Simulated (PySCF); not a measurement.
Ga(F)2(OAc) (C2H3F2GaO2), SMILES CC([O][Ga]([F])[F])=O.

Geometry optimised at B3LYP-D3(BJ)/def2-SVP. The values are those of a single conformer.

Two levels are set side by side: PBE/def2-TZVP (PySCF) and CAM-B3LYP/def2-TZVP (PySCF). Same geometry, gas phase. Differences are taken from unrounded values.

```json
[
 {"quantity": "orbital gap (eV)", "CAM-B3LYP": "11.31"},
 {"quantity": "highest occupied level (eV)", "CAM-B3LYP": "-11.32"},
 {"quantity": "lowest empty level (eV)", "CAM-B3LYP": "-0.01"},
 {"quantity": "dipole moment (D)", "CAM-B3LYP": "4.64"},
 {"quantity": "mean polarisability (bohr³)", "CAM-B3LYP": "49.0"}
]
```

Q: What does PBE give, and how far is it from CAM-B3LYP? (Estimate from the structure and the level; the computed values follow.)

A: 
```
quantity                       PBE  PBE minus CAM-B3LYP
---------------------------  -----  -------------------
orbital gap (eV)              5.80                -5.51
highest occupied level (eV)  -8.04                 3.29
lowest empty level (eV)      -2.24                -2.22
dipole moment (D)             4.45                -0.19
mean polarisability (bohr³)   52.6                  3.6
```

Without exact exchange PBE keeps part of each electron's self-repulsion, which lifts occupied levels and narrows the gap. Loosely held outer electrons make PBE densities more polarisable. Differences between two approximate levels are no errors against the true value.

Rough cost on one machine, each run with all the roots and properties that it gave: CAM-B3LYP against PBE within a factor of 2.
